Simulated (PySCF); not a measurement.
aminoborane cation (BH4N), SMILES BN (connectivity only; charge and spin as stated), charge +1, multiplicity 2. Atoms are numbered in the order given.

```xyz
6

B      0.0000     0.0000    -0.8154
N      0.0000     0.0000     0.6354
H      0.0000    -1.0573    -1.3818
H      0.0000     1.0573    -1.3818
H     -0.8577     0.0000     1.1965
H      0.8577     0.0000     1.1965
```
Charge +1, spin multiplicity 2.

Coordinates come from a ωB97X-D3(BJ)/def2-TZVP optimisation. The multiplicity is an assumed one; other spin states were not compared.

The numbers are results of B3LYP/pcH-1 run with PySCF, not measurements.

Unrestricted Kohn–Sham, ⟨S²⟩ = 0.755. Hyperfine tensors hold the contact and dipolar terms, without spin-orbit corrections.

Problem. Estimate the hyperfine couplings. (Estimate from the structure and the level; the computed values follow.)

Solution. 
```tsv
nucleus	A(iso) (MHz)	A(iso) (G)	dipolar principal values (MHz)
11B no. 1	-67.2	-24.0	-9.9, 0.3, 9.6
14N no. 2	34.2	12.2	-40.0, -39.9, 79.8
1H no. 3	300.6	107.3	-7.0, -5.5, 12.5
1H no. 4	300.6	107.3	-7.0, -5.5, 12.5
1H no. 5	-57.8	-20.6	-44.9, -10.9, 55.8
1H no. 6	-57.8	-20.6	-44.9, -10.9, 55.8
```

Problem. And the g tensor (effective nuclear charges for spin-orbit coupling, GIAO)? (The exact figures need the calculation; the answer reports its results.)

Solution. principal values 2.0022, 2.0031, 2.0048; isotropic 2.0034.
